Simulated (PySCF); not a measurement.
**[CuCl6]4-: what the settings change**

[CuCl6]4-: Cu(II) (d9), charge -4. The structure is a PBE0-D3(BJ)/def2-SVP, IEF-PCM water geometry optimised for multiplicity 2; coordination octahedral, point group D4h, metal–donor distances 2.35–3.34 Å.

```
7

Cu    0.000    0.000    0.000
Cl    0.000    0.000    3.343
Cl    0.000    0.000   -3.343
Cl    2.346    0.000    0.000
Cl   -2.346    0.000    0.000
Cl    0.000    2.346    0.000
Cl    0.000   -2.346    0.000
```

Method (PySCF 2.14, density fitting): CASSCF(9,5) with orbitals averaged over all microstates of the shell, strongly contracted NEVPT2 on the averaged canonical orbitals; basis x2c-TZVPall on the metal, x2c-SVPall elsewhere; spin-free X2C; IEF-PCM water; spin-orbit coupling by state interaction with the mean-field operator over all roots.

Base run: NEVPT2 ground state 2B1g (from 2Eg), next 2B2g (from 2T2g) at 9066, then 2A1g (from 2Eg) at 10451 cm⁻¹, 10Dq(NEVPT2) 6132, ζ 801 cm⁻¹, g 2.110 2.110 2.612, μeff(300 K) 2.04 μB.

What happens with the basis x2c-TZVPall on all atoms?

NEVPT2 ground state 2B1g (from 2Eg), next 2B2g (from 2T2g) at 8912, then 2A1g (from 2Eg) at 10155 cm⁻¹, 10Dq(NEVPT2) 5925, ζ 801 cm⁻¹, g 2.112 2.112 2.621, μeff(300 K) 2.04 μB. It took 37 s against 13 s on a shared host of the same kind.

Ligand-hole states mix strongly into such Cu(II) halides; the d shell alone makes them too ionic, overstates g shifts and moments and can put the wrong state lowest. NEVPT2 lifts 2B2g (from 2T2g) from 5576 to 9066 cm⁻¹; on the d shell alone it tends to overshoot states that fill the eg-type orbitals.
